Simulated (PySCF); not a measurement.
Removing the step error of a finite difference

System: CH5BrOSi, singlet, at a GFN2-xTB geometry. Level: PySCF with CAMB3LYP/6-31G, polarisability. Sums are taken with unrounded values, so a last digit can differ.

Second differences of the energy in a field along z gave a polarisability along z of 54.778 bohr³ at step 0.005 and 54.881 bohr³ at step 0.02 (atomic units).

Problem. Extrapolate to zero step.

Solution. The leading error of a symmetric difference goes as h², so A(h) = A0 + c h². Then c = (54.881 - (54.778))/(0.02² - 0.005²) = 276 (atomic units) and A0 = 54.778 - c × 0.005² = 54.771 bohr³. The analytic value from the same program and level is 54.771 bohr³: the smaller step missed it by 0.007, the extrapolation by 0.000.
